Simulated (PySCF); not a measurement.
Static response to an electric field

C4H5N3Si.
Structure used (GFN2-xTB), in Å, numbered top down from 1:
```
atom  x, y, z in Å
N1     4.1393    0.3787    0.2926
C2     3.0338    0.1026    0.1659
C3     1.6696   -0.1994    0.0204
C4     0.6011    0.6431    0.2048
N5    -0.5278   -0.0816   -0.0478
Si6   -2.1871    0.5018    0.0373
C7    -0.0787   -1.3313   -0.3740
N8     1.2073   -1.4405   -0.3450
H9     0.5642    1.6745    0.4894
H10   -2.9843   -0.6655   -0.3172
H11   -2.3986    0.9535    1.4101
H12   -2.2946    1.5926   -0.9281
H13   -0.7484   -2.1280   -0.6260
```

Level: CAM-B3LYP/def2-SVPD (PySCF), static field, nuclei fixed, core orbitals frozen in the response. The polarisability tensor in these axes (au):

```
x   124.72   0.40   3.37
y     0.40  78.64   5.97
z     3.37   5.97  60.31
```

Problem. Give the principal values, the mean and the anisotropy Δα = √{½[(α1 − α2)² + (α2 − α3)² + (α1 − α3)²]}.

Solution. Principal values 58.39, 80.37 and 124.91 au; mean 87.89 au = 13.02 Å³ = 14.49 × 10⁻⁴⁰ C²·m²/J; Δα = 58.70 au (67 % of the mean).

Problem. What is the dipole moment, and where does it point?

Solution. (-7.76, 1.43, 0.04) D, 7.89 D in size, pointing from the negative to the positive side. Measured along this direction, the outermost atoms are N1 at the negative end and H10 at the positive end.

Problem. Molar refractivity from α?

Solution. Lorentz–Lorenz: R = (4π/3)N_A α = 2.5225 cm³/(mol·Å³) × 13.02 Å³ = 32.9 cm³/mol, in the limit of long wavelengths.

Problem. What depolarisation ratio follows for Rayleigh scattering of linearly polarised light, taking the static tensor?

Solution. ρ = 3Δα²/(45ᾱ² + 4Δα²) = 10336.1/(347613 + 13781.5) = 0.0286.

Problem. How large is μ²/3kT at 350 K beside α?

Solution. In Gaussian units μ²/3kT = 429.04 Å³ against 13.02 Å³, a ratio of 32.94; the Debye molar polarisation (4π/3)N_A(α + μ²/3kT) is 1115.1 cm³/mol, leaving out the vibrational part.

Problem. Refractivity n − 1 of an ideal gas of it at 350 K and 1 atm, from the electronic α?

Solution. N = p/kT = 2.0968 × 10¹⁹ cm⁻³, so n − 1 = 2π × N × 13.02 × 10⁻²⁴ cm³ = 1716 × 10⁻⁶ at long wavelengths.

Problem. Give the principal axes and the span of the nuclei along them.

Solution. Largest value along (1.00, 0.02, 0.05), where the nuclei span 7.16 Å; middle along (-0.03, 0.96, 0.28), 3.92 Å; least along (-0.05, -0.28, 0.96), 2.43 Å. The response follows the extents in order.

Geometry: GFN2-xTB; no solvent, vibrations or thermal averaging.
